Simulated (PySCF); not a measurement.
C3H5BO3, SMILES OB(O)C1=COC1.

The structure is a stationary point at PBE0-D3(BJ)/def2-SVP. This is a generated structure with no PubChem entry under its InChIKey; it may be hypothetical. One conformer was computed; it need not be the lowest.

Calculation: TDA-PBE/def2-SVPD in PySCF 2.14.0.

Vertical excitations. 

Task: Give excitation energies, oscillator strengths and character. (Estimate from the structure and the level; the computed values follow.)

Result: 
```tsv
state	energy (eV)	λ (nm)	f	main pairs
S1	5.15	241	0.004	HOMO→LUMO+1 100 %
S2	5.72	217	0.002	HOMO→LUMO+2 100 %
S3	5.98	207	0.040	HOMO→LUMO+3 86 %
S4	5.99	207	0.289	HOMO→LUMO 75 %, HOMO→LUMO+3 12 %
S5	6.17	201	0.000	HOMO−2→LUMO 96 %
S6	6.36	195	0.055	HOMO−1→LUMO 91 %
S7	6.85	181	0.000	HOMO−1→LUMO+1 99 %
S8	6.93	179	0.002	HOMO−2→LUMO+1 98 %
S9	7.03	176	0.002	HOMO→LUMO+5 90 %
S10	7.05	176	0.074	HOMO→LUMO+4 94 %
T1	3.64	340	0	HOMO→LUMO 99 %
T2	5.09	244	0	HOMO→LUMO+1 100 %
T3	5.66	219	0	HOMO→LUMO+2 99 %
T4	5.81	214	0	HOMO−1→LUMO 85 %, HOMO−2→LUMO 14 %
```
Triplets are in the Tamm–Dancoff approximation.
